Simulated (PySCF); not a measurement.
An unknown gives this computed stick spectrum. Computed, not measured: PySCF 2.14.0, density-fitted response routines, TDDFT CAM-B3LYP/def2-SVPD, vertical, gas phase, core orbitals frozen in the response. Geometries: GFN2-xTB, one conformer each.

```csv
state,E (eV),λ (nm),f
S1,4.27,290.1,0.061
S2,5.36,231.3,0.037
S3,5.37,230.7,0.022
S4,5.97,207.6,0.042
S5,6.33,196.0,0.065
S6,6.55,189.4,0.0025
S7,6.94,178.7,0.101
S8,7.08,175.0,0.023
```

Question: Which candidate is it? All have the formula C5H10BFSi.
A. `C/C(BF)=C/C=C/[SiH3]`
B. `C=C[SiH2]B(C)/C=C\F`
C. `B[C@@H]1C=CC[Si@@H]1CF`
D. `C=C(CF)/C=C\[SiH2]B`

Answer: B. Its S1, at 4.27 eV, is the lowest among the candidates; the nearest of the others has S1 at 4.68 eV. S1 is HOMO→LUMO (86%). Löwdin shares by element: HOMO carbon 40% or more, boron 15%, silicon 13% (atoms not listed hold the other 32%); LUMO boron 35%, carbon 26% or more, silicon 10% (atoms not listed hold the other 29%). At the same level the other candidates give, for their lowest levels:
- `B[SiH2]/C=C\C(=C)CF`: 5.38 eV (f 0.286); 5.50 eV (f 0.283); 5.83 eV (f 0.022); 6.18 eV (f 0.001); 6.55 eV (f 0.001); T1 3.11 eV; HOMO -8.25, LUMO -0.40 eV
- `C/C(BF)=C/C=C/[SiH3]`: 4.68 eV (f 0.675); 5.36 eV (f 0.002); 6.21 eV (f 0.002); 6.27 eV (f 0.300); 6.63 eV (f 0.000); T1 2.65 eV; HOMO -8.15, LUMO -1.05 eV
- `B[C@@H]1C=CC[Si@@H]1CF`: 4.88 eV (f 0.001); 6.01 eV (f 0.009); 6.44 eV (f 0.054); 6.70 eV (f 0.006); 6.73 eV (f 0.030); T1 4.29 eV; HOMO -8.43, LUMO -0.38 eV

The values belong to the conformer `[CH2:1]=[CH:2][SiH2:3][B:4]([CH3:5])/[CH:6]=[CH:7]\[F:8]`: C1–C2–Si3–B4 -5°, C2–Si3–B4–C5 96°, Si3–B4–C6–C7 -135°.
Triplets come from the Tamm–Dancoff approximation.
